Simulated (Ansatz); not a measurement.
Cost and result for the atomization energy of C2H7BrGaN, SMILES `C[N](C)[GaH][Br]` (12 atoms, 11 bonds).

```xyz
12

C    -0.103    1.349    0.298
N     0.005   -0.053   -0.013
C     0.956   -0.339   -1.057
Ga   -0.937   -1.368    0.797
Br   -2.391   -0.671    2.430
H    -0.419    1.928   -0.580
H     0.862    1.758    0.631
H    -0.832    1.514    1.093
H     0.686    0.167   -1.995
H     1.005   -1.412   -1.260
H     1.966   -0.003   -0.784
H    -0.799   -2.868    0.440
```

The species carries charge 0 and has multiplicity 1. Correlated methods include outer-core shells of Br, Ga, which these sets cover unevenly. Scalar relativity is left out up to krypton. Geometry: relaxed with PBE0-D4/def2-TZVP. It is one conformer, not always the lowest. Program: Ansatz. All runs use 2 threads of an AMD EPYC 7R13 on a shared host and a share of an NVIDIA H100 80 GB. Times are those of one run each, without the atoms' runs, and a repeat can differ threefold. Electronic energies, without spin–orbit coupling; frozen cores. CCSD(T)/CBS adds CCSD(T) − MP2 in def2-TZVPP to the MP2 limit, and its time is that of the two runs behind it. T1 = 0.012. With those shells the extrapolation isn't a true limit. B3LYP takes the VWN-RPA correlation (the form of Gaussian; ORCA's B3LYP/G). HSE06 is the plane-wave form, built on full-range PBE exchange.

CCSD(T)/CBS is a level of theory with its own doubt, some kJ/mol a heavy atom from the limit and from the frozen cores, so smaller differences don't rank the functionals.

| level | functions | atomization (kJ/mol) | difference from CCSD(T)/CBS | per bond |
| --- | --- | --- | --- | --- |
| HSE06-D4/def2-TZVPP | 287 | 4124.1 | 0.0 | 0.0 |
| MP2/def2-QZVPP | 559 | 4132.5 | 8.4 | 0.8 |
| B3LYP-D4/def2-TZVPP (with forces) | 287 | 4102.2 | -21.9 | -2.0 |
| CCSD(T)/def2-SVP | 141 | 3915.9 | -208.2 | -18.9 |
| CCSD(T)/CBS(def2) | – | 4124.1 | 0.0 | 0.0 |
| PBE-QIDH/def2-TZVPP | 287 | 4100.9 | -23.2 | -2.1 |
| ωB97M-V/def2-TZVPP (with forces) | 287 | 4107.6 | -16.5 | -1.5 |
| LDA (SPW92)/def2-TZVPP | 287 | 4700.1 | 576.0 | 52.4 |
| r2SCANh-D4/def2-TZVPP | 287 | 4097.9 | -26.2 | -2.4 |
| PBE0-D4/def2-TZVPP | 287 | 4121.4 | -2.7 | -0.2 |
| revPBE-D4/def2-TZVPP | 287 | 4078.8 | -45.3 | -4.1 |
| ωB97X-V/def2-TZVPP | 287 | 4125.7 | 1.6 | 0.1 |
| CCSD(T)/def2-TZVPP | 287 | 4026.0 | -98.1 | -8.9 |

(1) Order the runs by time, with rough figures. (Best estimate.)

Answers

(1) The calculation gave: B3LYP-D4/def2-TZVPP (with forces) 10 s; r2SCANh-D4/def2-TZVPP 12 s; LDA (SPW92)/def2-TZVPP 13 s; revPBE-D4/def2-TZVPP 13 s; PBE0-D4/def2-TZVPP 13 s; HSE06-D4/def2-TZVPP 15 s; ωB97M-V/def2-TZVPP (with forces) 18 s; PBE-QIDH/def2-TZVPP 18 s; CCSD(T)/def2-SVP 18 s; ωB97X-V/def2-TZVPP 18 s; CCSD(T)/def2-TZVPP 20 s; MP2/def2-QZVPP 31 s; CCSD(T)/CBS(def2) 51 s.

From PBE to PBE0 (25 % exact exchange), in def2-TZVPP and without D4, the atomization energy moves by −52.6 kJ/mol: exact exchange takes away binding that semilocal exchange gives to molecules. At CCSD(T), def2-SVP lies −208.2 kJ/mol from the extrapolated value and def2-TZVPP −98.0 kJ/mol: correlation converges slowly with the basis, and small sets miss more of it in the bonded molecule than in its fragments. The D4 term adds +45.5 kJ/mol with B3LYP and +24.1 kJ/mol with PBE0; it sums over pairs of atoms, weighted by their polarisabilities, and B3LYP, whose exchange is more repulsive, gets the larger term.
